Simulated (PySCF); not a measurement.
## From computed data to an observable: chemical shift, span and skew from a shielding tensor

C₅H₇BO, SMILES C=CB(O)C#CC. Atoms are numbered in the order given.

```xyz
14

C     -2.9739    -0.8322     0.1314
C     -1.6541    -0.9395    -0.0778
B     -0.6751     0.2509     0.1674
O     -1.1953     1.4299     0.6077
C      0.8369     0.1151    -0.0755
C      2.0361     0.0011    -0.2707
C      3.4612    -0.1431    -0.5015
H     -3.4099     0.1084     0.4857
H     -3.6680    -1.6627    -0.0382
H     -1.2567    -1.8976    -0.4326
H     -0.5164     2.1010     0.7294
H      3.9782    -0.4213     0.4306
H      3.9061     0.7974    -0.8625
H      3.6677    -0.9277    -1.2461
```

Geometry: PBE0-D3(BJ)/def2-SVP. This is a generated structure with no PubChem entry under its InChIKey; it may be hypothetical. The values are those of a single conformer.

GIAO shieldings from PBE0/pcSseg-1 (PySCF), non-relativistic, no solvent. The symmetric part of the tensor of C7 has the principal values 170.2, 171.1, 194.6 ppm. The same nucleus in TMS has σ = 186.3 ppm at this level (PySCF, at its B3LYP-D3(BJ)/def2-TZVP geometry).

Q: Work out the isotropic shielding, the ¹³C shift against TMS, the span and the skew.

A: 
σ(iso) = (σ11 + σ22 + σ33)/3 = 178.6 ppm. δ = σ(ref) − σ(iso) = 186.3 − (178.6) = 7.7 ppm.
Span Ω = σ33 − σ11 = 24.4 ppm. Skew κ = 3(σ(iso) − σ22)/Ω = 0.93. Tumbling in solution averages the tensor to δ; in a static solid the shielding alone would spread this spin-1/2 line over Ω.
